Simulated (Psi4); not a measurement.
C₅H₆, charge -1, doublet (typed; the unrestricted solution is spin-contaminated), geometry from GFN2-xTB (a state made from the parent by changing its charge; the spin is typed, not shown lowest) (a gas-phase anion, which may not be bound at this level); Psi4 with SCS-MP2/cc-pVDZ.

Psi4 was given this input:
```
memory 2 GB

molecule {
-1 2
C    -0.99014642    0.71710802   -0.17986626
C     0.33325385    1.14420027   -0.13835265
C     1.22935694   -0.03000820    0.09982160
C     0.25072853   -1.15845509    0.18577098
C    -1.03977176   -0.66755839    0.01504051
H    -1.85023973    1.36126805   -0.33915678
H     0.69733873    2.15759310   -0.25553311
H     1.85993624    0.07802093    1.02783976
H     1.99532939   -0.17212670   -0.71479905
H     0.54160206   -2.18783524    0.35613290
H    -1.94449352   -1.26863986    0.03103119
}

set {
  basis cc-pvdz
  reference uhf
}

energy('scs-mp2')
print_variables()
```

Write the output that Psi4 gives for this input, abridged.


```
   => Loading Basis Set <=

    Name: CC-PVDZ
    Role: ORBITAL
    Keyword: BASIS

         ---------------------------------------------------------
                                   SCF
               by Justin Turney, Rob Parrish, Andy Simmonett
                          and Daniel G. A. Smith
                              UHF Reference
         ---------------------------------------------------------

  ==> Geometry <==

    Molecular point group: c1
    Full point group: C1

    Geometry (in Angstrom), charge = -1, multiplicity = 2:

       Center              X                  Y                   Z               Mass
    ------------   -----------------  -----------------  -----------------  -----------------
         C           -0.970625386451     0.716631519691    -0.178281186471    12.000000000000
         C            0.352774883549     1.143723769691    -0.136767576471    12.000000000000
         C            1.248877973549    -0.030484700309     0.101406673529    12.000000000000
         C            0.270249563549    -1.158931590309     0.187356053529    12.000000000000
         C           -1.020250726451    -0.668034890309     0.016625583529    12.000000000000
         H           -1.830718696451     1.360791549691    -0.337571706471     1.007825032230
         H            0.716859763549     2.157116599691    -0.253948036471     1.007825032230
         H            1.879457273549     0.077544429691     1.029424833529     1.007825032230
         H            2.014850423549    -0.172603200309    -0.713213976471     1.007825032230
         H            0.561123093549    -2.188311740309     0.357717973529     1.007825032230
         H           -1.924972486451    -1.269116360309     0.032616263529     1.007825032230

  Running in c1 symmetry.

  Rotational constants: A =      0.28535  B =      0.27013  C =      0.14245 [cm^-1]
  Rotational constants: A =   8554.59646  B =   8098.36677  C =   4270.57304 [MHz]
  Nuclear repulsion =  156.185306913594872

  Charge       = -1
  Multiplicity = 2
  Electrons    = 37
  Nalpha       = 19
  Nbeta        = 18

  ==> Algorithm <==

  SCF Algorithm Type is PK.
  DIIS enabled.
  MOM disabled.
  Fractional occupation disabled.
  Guess Type is SAD.
  Energy threshold   = 1.00e-08
  Density threshold  = 1.00e-08
  Integral threshold = 1.00e-12

  ==> Primary Basis <==

  Basis Set: CC-PVDZ
    Blend: CC-PVDZ
    Number of shells: 48
    Number of basis functions: 100
    Number of Cartesian functions: 105
    Spherical Harmonics?: true
    Max angular momentum: 2

  ==> Integral Setup <==

  Using in-core PK algorithm.
   Calculation information:
      Number of atoms:                  11
      Number of AO shells:              48
      Number of primitives:            140
      Number of atomic orbitals:       105
      Number of basis functions:       100

      Integral cutoff                 1.00e-12
      Number of threads:                 1

  Performing in-core PK
  Using 25507550 doubles for integral storage.
  We computed 689168 shell quartets total.
  Whereas there are 692076 unique shell quartets.

  ==> DiskJK: Disk-Based J/K Matrices <==

    J tasked:                  Yes
    K tasked:                  Yes
    wK tasked:                  No
    Schwarz Cutoff:          1E-12

  Minimum eigenvalue in the overlap matrix is 1.1765301452E-03.
  Reciprocal condition number of the overlap matrix is 1.9632251962E-04.
    Using symmetric orthogonalization.

  ==> Pre-Iterations <==

  SCF Guess: Superposition of Atomic Densities via on-the-fly atomic UHF (no occupation information).

   -------------------------
    Irrep   Nso     Nmo
   -------------------------
     A        100     100
   -------------------------
    Total     100     100
   -------------------------

  ==> Iterations <==

                        Total Energy        Delta E     RMS |[F,P]|

   @UHF iter SAD:  -192.27092721445553   -1.92271e+02   0.00000e+00
   @UHF iter   1:  -192.49056588294343   -2.19639e-01   5.83383e-03 ADIIS/DIIS
   @UHF iter   2:  -192.65153490137030   -1.60969e-01   3.48042e-03 ADIIS/DIIS
   @UHF iter   3:  -192.71455656150206   -6.30217e-02   4.91131e-04 ADIIS/DIIS
   @UHF iter   4:  -192.71825038102526   -3.69382e-03   1.88050e-04 ADIIS/DIIS
   @UHF iter   5:  -192.71911512827307   -8.64747e-04   1.26123e-04 ADIIS/DIIS
   @UHF iter   6:  -192.71971002112440   -5.94893e-04   7.92668e-05 DIIS
   @UHF iter   7:  -192.71996876311781   -2.58742e-04   3.36923e-05 DIIS
   @UHF iter   8:  -192.72001937078460   -5.06077e-05   1.42036e-05 DIIS
   @UHF iter   9:  -192.72002364205292   -4.27127e-06   4.72702e-06 DIIS
   @UHF iter  10:  -192.72002411518804   -4.73135e-07   1.57291e-06 DIIS
   @UHF iter  11:  -192.72002416553951   -5.03515e-08   7.09621e-07 DIIS
   @UHF iter  12:  -192.72002417800454   -1.24650e-08   2.15887e-07 DIIS
   @UHF iter  13:  -192.72002417908504   -1.08051e-09   5.39777e-08 DIIS
   @UHF iter  14:  -192.72002417915013   -6.50857e-11   2.53384e-08 DIIS
   @UHF iter  15:  -192.72002417916980   -1.96678e-11   6.70241e-09 DIIS
  Energy and wave function converged.

  ==> Post-Iterations <==

   @Spin Contamination Metric:   1.099373291E-01
   @S^2 Expected:                7.500000000E-01
   @S^2 Observed:                8.599373291E-01
   @S   Expected:                5.000000000E-01
   @S   Observed:                5.000000000E-01

    Orbital Energies [Eh]
    ---------------------

    Alpha Occupied:

[...]
      19A      0.040912

    Alpha Virtual:

[...]
    Beta Occupied:

[...]
    Beta Virtual:

[...]
     100A      3.850977

    Final Occupation by Irrep:
              A
    DOCC [    18 ]
    SOCC [     1 ]
    NA   [    19 ]
    NB   [    18 ]

  @UHF Final Energy:  -192.72002417916980

   => Energetics <=

    Nuclear Repulsion Energy =            156.1853069135948715
    One-Electron Energy =                -576.7742173769702276
    Two-Electron Energy =                 227.8688862842055300
[...]
    Total Energy =                       -192.7200241791697977
  DIE_IF_NOT_CONVERGED          => (empty)
[...]
  E_CONVERGENCE                 => 1e-06           !
  FREEZE_CORE                   => (empty)
  FREEZE_CORE_POLICY            => (empty)
  FROZEN_DOCC                   => (empty)
  FROZEN_UOCC                   => (empty)
  INTEGRAL_PACKAGE              => (empty)
  IP_POLES                      => (empty)
  LEVEL_SHIFT                   => (empty)
  LITERAL_CFOUR                 => (empty)
  LS_THC_BASIS_TOLERANCE        => (empty)
  LS_THC_DF                     => (empty)
  LS_THC_PRUNING_SCHEME         => (empty)
  LS_THC_RADIAL_POINTS          => (empty)
  LS_THC_SPHERICAL_POINTS       => (empty)
  LS_THC_S_EPSILON              => (empty)
  LS_THC_WEIGHTS_TOLERANCE      => (empty)
  MAT_NUM_COLUMN_PRINT          => (empty)
  MAX_MOGRAD_CONVERGENCE        => (empty)
  MAX_RADIAL_MOMENT             => (empty)
  MBIS_D_CONVERGENCE            => (empty)
  MBIS_MAXITER                  => (empty)
  MBIS_PRUNING_SCHEME           => (empty)
  MBIS_RADIAL_POINTS            => (empty)
  MBIS_SPHERICAL_POINTS         => (empty)
  MOGRAD_DAMPING                => (empty)
  MOLDEN_WITH_VIRTUAL           => (empty)
  MO_MAXITER                    => (empty)
  MO_READ                       => (empty)
  MO_STEP_MAX                   => (empty)
  MO_WRITE                      => (empty)
  MP2_OS_SCALE                  => (empty)
  MP2_SOS_SCALE                 => (empty)
  MP2_SOS_SCALE2                => (empty)
  MP2_SS_SCALE                  => (empty)
  MP2_TYPE                      => (empty)
  MP_TYPE                       => (empty)
  NAT_ORBS                      => (empty)
  NUM_FROZEN_DOCC               => (empty)
  NUM_FROZEN_UOCC               => (empty)
  NUM_GPUS                      => (empty)
  OCC_ORBS_PRINT                => (empty)
  OEPROP                        => (empty)
  OPT_METHOD                    => (empty)
  ORBITAL_OPTIMIZER_PACKAGE     => (empty)
  ORB_OPT                       => FALSE           !
  ORB_RESP_SOLVER               => (empty)
  ORTH_TYPE                     => (empty)
  OS_SCALE                      => (empty)
  PARENT_SYMMETRY               => (empty)
  PCG_BETA_TYPE                 => (empty)
  PCG_CONVERGENCE               => (empty)
  PCG_MAXITER                   => (empty)
  PCM                           => (empty)
  PE                            => (empty)
  PRINT                         => (empty)
  PRINT_NOONS                   => (empty)
  PROPERTIES                    => (empty)
  PROPERTIES_ORIGIN             => (empty)
  PUREAM                        => (empty)
  QC_MODULE                     => (empty)
  RAS1                          => (empty)
  RAS2                          => (empty)
  RAS3                          => (empty)
  RAS4                          => (empty)
  RELATIVISTIC                  => (empty)
  RELAXED                       => (empty)
  REMP_A                        => (empty)
  RESTRICTED_DOCC               => (empty)
  RESTRICTED_UOCC               => (empty)
  RMS_MOGRAD_CONVERGENCE        => (empty)
  R_CONVERGENCE                 => (empty)
  SCF_TYPE                      => (empty)
  SCREENING                     => (empty)
  SCS_TYPE                      => (empty)
  SOCC                          => (empty)
  SOS_TYPE                      => (empty)
  SPIN_SCALE_TYPE               => SCS             !
  SS_SCALE                      => (empty)
  SYMMETRIZE                    => (empty)
  TPDM_ABCD_TYPE                => (empty)
  WFN                           => (empty)
  WFN_TYPE                      => OMP2            !
  WRITER_FILE_LABEL             => (empty)
  ZORA_BASIS_TOLERANCE          => (empty)
  ZORA_NR_DEBUG                 => (empty)
  ZORA_PRUNING_SCHEME           => (empty)
  ZORA_RADIAL_POINTS            => (empty)
  ZORA_SPHERICAL_POINTS         => (empty)

 ==============================================================================
 ==============================================================================
 ==============================================================================

                             MP2
                    Program Written by Ugur Bozkaya,
              Additional Contributions by J. P. Misiewicz

 ==============================================================================
 ==============================================================================
 ==============================================================================

	MO spaces per irreps...

	IRREP   FC   AOCC  BOCC  AVIR    BVIR  FV
	==========================================
	   A     0    19    18    81     82     0
	==========================================

	Computing MP2 energy using SCF MOs (Canonical MP2)...
	==============================================================================
	Nuclear Repulsion Energy (a.u.)    :   156.18530691359487
	SCF Energy (a.u.)                  :  -192.72002417916980
	REF Energy (a.u.)                  :  -192.72002417916980
	Alpha-Alpha Contribution (a.u.)    :    -0.09296850948180
	Alpha-Beta Contribution (a.u.)     :    -0.50873120853293
	Beta-Beta Contribution (a.u.)      :    -0.08478907875372
	Scaled_SS Correlation Energy (a.u.):    -0.05925252941184
	Scaled_OS Correlation Energy (a.u.):    -0.61047745023951
	SCS-MP2 Total Energy (a.u.)        :  -193.38975415882118
	SOS-MP2 Total Energy (a.u.)        :  -193.38137475026261
	SCSN-MP2 Total Energy (a.u.)       :  -193.03287753446432
	SCS-MP2-VDW Total Energy (a.u.)    :  -193.46007892020970
	SOS-PI-MP2 Total Energy (a.u.)     :  -193.43224787111589
	MP2 Correlation Energy (a.u.)      :    -0.68648879676846
	MP2 Total Energy (a.u.)            :  -193.40651297593826
	==============================================================================

  Variable Map:
  ----------------------------------------------------------------------------
[...]
  Array Variable Map:
  ----------------------------------------------------------------------------
[...]
[...]
```
